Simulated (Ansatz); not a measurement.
A structure relaxed at PBE0-D4/def2-TZVP, charge 0, multiplicity 1:

```
atom   x (Å)   y (Å)   z (Å)
  B1  -0.820  -1.800   0.530
  B2  -0.220  -0.698  -0.579
  O3   0.258   0.522  -0.292
 Al4   0.866   2.064  -0.004
  H5  -0.126  -2.639   1.034
  H6  -1.987  -1.855   0.806
  H7  -0.223  -1.043  -1.748
  H8   2.412   2.188   0.284
  H9  -0.161   3.261  -0.031
```

Task: Give its formula and SMILES.

Result: AlB2H5O, `BB[O][AlH2]`.

Task: Point group (tolerance 0.08 Å, 0.16 Å for H)?

Result: Cs.

Task: Summarise the bond lengths by kind.

Result: 1 × B–B 1.674 Å; 3 × B–H 1.200 to 1.218 Å; 1 × B–O 1.342 Å; 1 × Al–O 1.683 Å; 2 × Al–H 1.577 Å.

Results of the Gaussian-basis code of Ansatz.
